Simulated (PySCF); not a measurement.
Computed structure and properties of BiI3

System: BiI3 (singlet); start: released along the symmetry-breaking force (C3v). Method: PySCF 2.14.0, RKS r2SCAN, Bi def2-SVP with ECP60, I def2-SVP with ECP28; non-relativistic Hamiltonian with scalar-relativistic core potentials where named; density fitting; no spin-orbit coupling.

Input of the relaxation:

```python
mol = gto.M(atom='''
Bi    -0.00040     0.00000     0.84182
I      2.51696    -0.00069    -0.46089
I     -1.25755     2.17990    -0.46269
I     -1.25874    -2.17922    -0.46269''',
    basis={'Bi': 'def2-SVP', 'I': 'def2-SVP'},
    ecp={'Bi': 'def2-SVP', 'I': 'def2-SVP'},
    charge=0, spin=0)
mf = dft.RKS(mol, xc='R2SCAN')
mf.grids.atom_grid = (50, 194)
mf = mf.density_fit()  # fitting sets: Bi def2-universal-JKFIT, I def2-universal-JKFIT
mf.conv_tol = 1e-08; mf.max_cycle = 55
mf.kernel(dm0)  # dm0: converged density of the start geometry
# quasi-Newton relaxation in Cartesian coordinates to a largest gradient under 0.00045 Eh/bohr
```

Run from Python with OMP_NUM_THREADS=2; the lines above give its settings. Where DIIS fails, smearing, a level shift and second-order steps follow.
It took 16 s on 2 threads of Arm Neoverse V1, on a shared host, from the converged density of the start.

Course of the relaxation:

```csv
step,energy above end (eV),largest force component within the symmetry (eV/Å)
0,0.0002,0.043
1,0.0001,0.018
2,0.0000,0.002
```

Relaxed geometry (C3v):

```xyz
4

Bi    0.0034    0.0000    0.8418
I     2.5169   -0.0006   -0.4596
I    -1.2594    2.1790   -0.4634
I    -1.2607   -2.1783   -0.4633
```

```
   contact      Å
Bi1–I2 (I)  2.830
Bi1–I3 (I)  2.837
Bi1–I4 (I)  2.837
```

On the finer grid (75, 302):

```json
{
 "HOMO": "-6.76 eV",
 "LUMO": "-3.77 eV",
 "Dipole about the centre of mass": "2.83 D",
 "Set of Mulliken populations of Bi1 outside the core potential": "s 3.93, p 8.32, d 10.18",
 "D3(BJ) dispersion energy (not in the energies)": "-0.066 eV"
}
```

| atom | Mulliken (e) | Löwdin (e) | spin (e) |
| --- | --- | --- | --- |
| Bi1 | 0.56 | 0.34 | 0.00 |
| I2 | -0.19 | -0.11 | 0.00 |
| I3 | -0.19 | -0.11 | 0.00 |
| I4 | -0.19 | -0.11 | 0.00 |

No frequency check is given for this geometry.

Taking off one I (charge -1, singlet; the rest: singlet) in vacuum, both parts rigid, costs 7.23 eV; the small basis without counterpoise inflates it. Most of it is the attraction of opposite charges; other ways to part are cheaper, and one spin state was tried for the rest.

Rigid scan of I along the line from its metal:

(distance to I2 (Å), energy (eV)): (2.53, 0.542), (2.63, 0.210), (2.73, 0.046), (2.83, 0.000), (2.93, 0.036), (3.03, 0.126), (3.23, 0.400), (3.53, 0.886), (3.93, 1.476), (4.43, 2.015)

One start shape was tried, so this needn't be the lowest isomer.
